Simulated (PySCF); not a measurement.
**Spinor energies of Hf³⁺ (hafnium, charge +3)**

Start: [Xe] 4f14 5d1; 5d5/2 filled at m_j = +5/2. Calculated with PySCF 2.14 in x2c-TZVPall-2c (11s11p10d2f, 108 functions): generalised Hartree-Fock with the X2C-1e Hamiltonian and a Gaussian nucleus; one run each with spin-orbit coupling (SO) screened by Boettger's factors, then bare. This is a chosen level, not necessarily the ground level.

```json
{"spinor shell": "1s1/2", "electrons": "2", "ε, screened SO (eV)": "-65701.0", "ε, bare SO (eV)": "-65699.8", "weight of nominal j (bare SO)": "1.000", "rms radius, bare SO (bohr)": "0.0215"}
{"spinor shell": "2s1/2", "electrons": "2", "ε, screened SO (eV)": "-11393.8", "ε, bare SO (eV)": "-11393.4", "weight of nominal j (bare SO)": "1.000", "rms radius, bare SO (bohr)": "0.0869"}
{"spinor shell": "2p1/2", "electrons": "2", "ε, screened SO (eV)": "-10863.1", "ε, bare SO (eV)": "-10891.7", "weight of nominal j (bare SO)": "1.000", "rms radius, bare SO (bohr)": "0.0738"}
{"spinor shell": "2p3/2", "electrons": "4", "ε, screened SO (eV)": "-9665.7", "ε, bare SO (eV)": "-9656.1", "weight of nominal j (bare SO)": "1.000", "rms radius, bare SO (bohr)": "0.0812"}
{"spinor shell": "3s1/2", "electrons": "2", "ε, screened SO (eV)": "-2676.2", "ε, bare SO (eV)": "-2676.1", "weight of nominal j (bare SO)": "1.000", "rms radius, bare SO (bohr)": "0.222"}
{"spinor shell": "3p1/2", "electrons": "2", "ε, screened SO (eV)": "-2441.1", "ε, bare SO (eV)": "-2447.3", "weight of nominal j (bare SO)": "1.000", "rms radius, bare SO (bohr)": "0.213"}
{"spinor shell": "3p3/2", "electrons": "4", "ε, screened SO (eV)": "-2179.9", "ε, bare SO (eV)": "-2177.8", "weight of nominal j (bare SO)": "1.000", "rms radius, bare SO (bohr)": "0.229"}
{"spinor shell": "3d3/2", "electrons": "4", "ε, screened SO (eV)": "-1786.4", "ε, bare SO (eV)": "-1792.0", "weight of nominal j (bare SO)": "1.000", "rms radius, bare SO (bohr)": "0.202"}
{"spinor shell": "3d5/2", "electrons": "6", "ε, screened SO (eV)": "-1730.0", "ε, bare SO (eV)": "-1726.4", "weight of nominal j (bare SO)": "1.000", "rms radius, bare SO (bohr)": "0.207"}
{"spinor shell": "4s1/2", "electrons": "2", "ε, screened SO (eV)": "-591.28", "ε, bare SO (eV)": "-591.27", "weight of nominal j (bare SO)": "1.000", "rms radius, bare SO (bohr)": "0.498"}
{"spinor shell": "4p1/2", "electrons": "2", "ε, screened SO (eV)": "-493.60", "ε, bare SO (eV)": "-495.06", "weight of nominal j (bare SO)": "1.000", "rms radius, bare SO (bohr)": "0.508"}
{"spinor shell": "4p3/2", "electrons": "4", "ε, screened SO (eV)": "-433.32", "ε, bare SO (eV)": "-432.84", "weight of nominal j (bare SO)": "1.000", "rms radius, bare SO (bohr)": "0.541"}
{"spinor shell": "4d3/2", "electrons": "4", "ε, screened SO (eV)": "-272.16", "ε, bare SO (eV)": "-273.32", "weight of nominal j (bare SO)": "1.000", "rms radius, bare SO (bohr)": "0.570"}
{"spinor shell": "4d5/2", "electrons": "6", "ε, screened SO (eV)": "-260.90", "ε, bare SO (eV)": "-260.20", "weight of nominal j (bare SO)": "1.000", "rms radius, bare SO (bohr)": "0.584"}
{"spinor shell": "5s1/2", "electrons": "2", "ε, screened SO (eV)": "-107.21", "ε, bare SO (eV)": "-107.22", "weight of nominal j (bare SO)": "1.000", "rms radius, bare SO (bohr)": "1.22"}
{"spinor shell": "5p1/2", "electrons": "2", "ε, screened SO (eV)": "-75.990", "ε, bare SO (eV)": "-76.202", "weight of nominal j (bare SO)": "0.996", "rms radius, bare SO (bohr)": "1.34"}
{"spinor shell": "5p3/2", "electrons": "4", "ε, screened SO (eV)": "-68.086", "ε, bare SO (eV)": "-68.034", "weight of nominal j (bare SO)": "0.998", "rms radius, bare SO (bohr)": "1.45"}
{"spinor shell": "4f5/2", "electrons": "6", "ε, screened SO (eV)": "-59.245", "ε, bare SO (eV)": "-59.893", "weight of nominal j (bare SO)": "0.998", "rms radius, bare SO (bohr)": "0.737"}
{"spinor shell": "4f7/2", "electrons": "8", "ε, screened SO (eV)": "-57.590", "ε, bare SO (eV)": "-57.123", "weight of nominal j (bare SO)": "0.999", "rms radius, bare SO (bohr)": "0.746"}
{"spinor shell": "5d5/2", "electrons": "1", "ε, screened SO (eV)": "-32.033", "ε, bare SO (eV)": "-31.994", "weight of nominal j (bare SO)": "1.000", "rms radius, bare SO (bohr)": "2.14"}
```

```
   quantity   screened SO       bare SO
E (hartree)  -15081.26802  -15082.32046
        M_J           5/2           5/2
       ⟨J²⟩         8.754         8.754
       ⟨L²⟩         6.114         6.123
       ⟨S²⟩         0.863         0.873
```

Each row is a mean over spinors that exchange with the open shell spreads, by up to 3.304 eV (5p3/2).

Breit and QED terms are absent; they matter most for the inner s and p1/2 levels.

Densities and radii are taken from the X2C orbitals without a picture-change correction, which distorts them close to the nucleus.
